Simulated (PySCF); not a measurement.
PySCF input:

```python
from pyscf import gto, scf, dft

mol = gto.M(
    atom='''
    K    -0.00000000   -0.00000000   -0.96563690
    F     0.00000000    0.00000000    2.03856679
    ''',
    basis='def2-tzvpd',
    charge=1,
    spin=1,
    symmetry='C2v',
    verbose=4,
)

mf = dft.UKS(mol, xc='bp86').density_fit(auxbasis='def2-universal-jkfit')
mf.grids.level = 3
mf.conv_tol = 1e-9
mf.max_cycle = 100
mf.max_memory = 1500
mf.kernel()
if not mf.converged:
    mf = mf.newton()
    mf.kernel(mf.make_rdm1())
mf.analyze()
```

Problem. Which total energy does the run end on?

Solution. -699.56253 Eh (BP86/def2-TZVPD).
